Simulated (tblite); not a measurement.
Species: C5H11ClGe.
Numbering: `[CH2:1]=[CH:2][C@H:3]([CH3:4])[GeH2:5][CH2:6][Cl:7]` (hydrogens: H8, H9 on C1; H10 on C2; H11 on C3; H12, H13, H14 on C4; H15, H16 on Ge5; H17, H18 on C6)

Computed with GFN2-xTB (tblite), gas phase: L-BFGS steps from a force-field or distance-geometry start until the largest atomic force falls under 0.01 eV/Å.

Step 2: E = -618.5019 eV
```
atom  x, y, z in Å  |  force x, y, z in eV/Å
C1     -0.8710    1.9986   -1.2254    0.050   0.423  -0.349
C2     -0.9397    1.0835   -0.2891    0.142  -0.212   0.147
C3     -0.5032   -0.3164   -0.4989    0.010  -0.199   0.079
C4     -1.6935   -1.2381   -0.2764   -0.194   0.223  -0.251
Ge5     0.7938   -0.9234    0.8562    0.087   0.036   0.019
C6      2.4081    0.2109    0.9515   -0.103  -0.248  -0.060
Cl7     3.4472   -0.0036   -0.4775   -0.190   0.015   0.113
H8     -0.4704    1.7908   -2.2112   -0.115   0.131   0.232
H9     -1.2246    2.9850   -1.0052    0.006   0.348  -0.266
H10    -1.3627    1.3381    0.6861    0.152  -0.228  -0.229
H11    -0.0648   -0.4690   -1.4935   -0.218   0.201   0.087
H12    -1.3134   -2.2239   -0.0696   -0.222  -0.612  -0.089
H13    -2.3596   -1.2483   -1.1438    0.012  -0.028   0.291
H14    -2.2101   -0.8795    0.6117   -0.272  -0.168  -0.106
H15     0.0726   -0.8871    2.1960    0.226  -0.080  -0.056
H16     1.1785   -2.3450    0.5284    0.028   0.038   0.144
H17     2.9591   -0.1234    1.8134    0.465   0.208   0.272
H18     2.1450    1.2571    1.0356    0.136   0.153   0.023
```

Step 3: E = -618.5378 eV
```
atom  x, y, z in Å  |  force x, y, z in eV/Å
C1     -0.8720    2.0098   -1.2284    0.020  -0.171   0.262
C2     -0.9314    1.0822   -0.2888    0.085   0.268  -0.468
C3     -0.5105   -0.3174   -0.4977    0.258  -0.284   0.099
C4     -1.6960   -1.2432   -0.2761   -0.054   0.190  -0.178
Ge5     0.7950   -0.9315    0.8608    0.101   0.309  -0.122
C6      2.4116    0.2109    0.9580   -0.207  -0.335  -0.128
Cl7     3.4403   -0.0030   -0.4733   -0.126  -0.012   0.032
H8     -0.4744    1.7950   -2.2028    0.007   0.095  -0.088
H9     -1.2237    2.9948   -1.0158   -0.027   0.399  -0.172
H10    -1.3559    1.3286    0.6735    0.006  -0.096   0.142
H11    -0.0714   -0.4617   -1.4908   -0.181   0.126   0.024
H12    -1.3253   -2.2356   -0.0751   -0.177  -0.521  -0.073
H13    -2.3589   -1.2482   -1.1338   -0.163  -0.039   0.002
H14    -2.2172   -0.8856    0.6029   -0.318  -0.122   0.091
H15     0.0815   -0.8892    2.1916    0.148  -0.088   0.072
H16     1.1784   -2.3401    0.5339    0.075  -0.127   0.104
H17     2.9698   -0.1143    1.8152    0.483   0.151   0.352
H18     2.1514    1.2548    1.0351    0.069   0.257   0.049
```

Step 4: E = -618.5743 eV
```
atom  x, y, z in Å  |  force x, y, z in eV/Å
C1     -0.8734    2.0179   -1.2242    0.072   0.133  -0.125
C2     -0.9207    1.0866   -0.2984   -0.119  -0.121   0.044
C3     -0.5142   -0.3226   -0.4949    0.358  -0.108   0.056
C4     -1.6982   -1.2476   -0.2766    0.025  -0.022  -0.036
Ge5     0.7976   -0.9351    0.8637    0.084   0.406  -0.201
C6      2.4126    0.2060    0.9638   -0.113  -0.172   0.054
Cl7     3.4309   -0.0026   -0.4686   -0.047  -0.052  -0.078
H8     -0.4780    1.8009   -2.1967    0.056   0.093  -0.216
H9     -1.2230    3.0118   -1.0302    0.004   0.219  -0.078
H10    -1.3488    1.3171    0.6630   -0.040   0.001   0.275
H11    -0.0815   -0.4519   -1.4879   -0.088  -0.012  -0.097
H12    -1.3418   -2.2555   -0.0826   -0.173  -0.224  -0.080
H13    -2.3620   -1.2486   -1.1245   -0.276  -0.028  -0.252
H14    -2.2302   -0.8942    0.5949   -0.281  -0.094   0.211
H15     0.0935   -0.8930    2.1883    0.072  -0.080   0.184
H16     1.1797   -2.3371    0.5415    0.106  -0.224   0.069
H17     2.9891   -0.1018    1.8225    0.328   0.141   0.212
H18     2.1594    1.2560    1.0355    0.032   0.145   0.059
```

Step 5: E = -618.5992 eV
```
atom  x, y, z in Å  |  force x, y, z in eV/Å
C1     -0.8729    2.0268   -1.2249    0.050  -0.007   0.016
C2     -0.9157    1.0866   -0.3026   -0.188   0.018   0.031
C3     -0.5108   -0.3274   -0.4922    0.167   0.017  -0.011
C4     -1.6992   -1.2522   -0.2773   -0.061  -0.090   0.040
Ge5     0.8009   -0.9310    0.8622    0.075   0.216  -0.127
C6      2.4120    0.2006    0.9700    0.090   0.087   0.207
Cl7     3.4236   -0.0034   -0.4670   -0.018  -0.076  -0.116
H8     -0.4796    1.8068   -2.1961    0.086   0.090  -0.282
H9     -1.2223    3.0270   -1.0415    0.040   0.043  -0.024
H10    -1.3443    1.3090    0.6602   -0.051   0.049   0.294
H11    -0.0898   -0.4455   -1.4879   -0.003  -0.101  -0.178
H12    -1.3566   -2.2722   -0.0894   -0.155  -0.010  -0.082
H13    -2.3689   -1.2493   -1.1226   -0.202  -0.005  -0.259
H14    -2.2441   -0.9019    0.5929   -0.145  -0.122   0.140
H15     0.1031   -0.8970    2.1893    0.048  -0.062   0.188
H16     1.1825   -2.3389    0.5480    0.095  -0.162   0.063
H17     3.0076   -0.0904    1.8305    0.148   0.134   0.040
H18     2.1657    1.2586    1.0367    0.023  -0.020   0.061
```

Question: Estimate the geometry and energy of step 6. (The exact step hangs on the optimiser's Hessian estimate; all steps are aligned on step 5, rigid shifts and turns removed.)

Answer: E = -618.6156 eV, largest force 0.359 eV/Å
```
atom  x, y, z in Å  |  force x, y, z in eV/Å
C1     -0.8715    2.0324   -1.2249    0.053  -0.038  -0.039
C2     -0.9158    1.0877   -0.3051   -0.189   0.027   0.099
C3     -0.5062   -0.3304   -0.4907   -0.105   0.094  -0.100
C4     -1.7022   -1.2564   -0.2776   -0.120  -0.078   0.013
Ge5     0.8047   -0.9249    0.8593    0.070  -0.009   0.009
C6      2.4138    0.1989    0.9783    0.227   0.205   0.188
Cl7     3.4180   -0.0053   -0.4678   -0.025  -0.078  -0.089
H8     -0.4792    1.8128   -2.2006    0.053   0.097  -0.171
H9     -1.2210    3.0384   -1.0500    0.071  -0.102   0.009
H10    -1.3420    1.3040    0.6633   -0.026   0.065   0.199
H11    -0.0957   -0.4429   -1.4913    0.030  -0.140  -0.161
H12    -1.3699   -2.2846   -0.0957   -0.131   0.125  -0.081
H13    -2.3768   -1.2499   -1.1252   -0.075   0.020  -0.157
H14    -2.2562   -0.9100    0.5936   -0.028  -0.140   0.047
H15     0.1110   -0.9009    2.1933    0.053  -0.043   0.131
H16     1.1862   -2.3427    0.5539    0.074  -0.053   0.065
H17     3.0234   -0.0797    1.8367    0.054   0.108  -0.031
H18     2.1707    1.2597    1.0387    0.015  -0.061   0.068
```

The energy changes by -0.0164 eV. The first-order estimate −F·Δx gives -0.0235 eV and the mean of the old and new forces, exact on a quadratic surface, -0.0164 eV. The step makes an angle of 52° with the force vector and moves no atom by more than 0.020 Å.

The cost below is that of the whole relaxation. The run took 1.1 s on Intel Xeon Platinum 8375C at 2.90 GHz, one thread, no GPU, shared host with 128 logical CPUs at a one-minute load of 46.
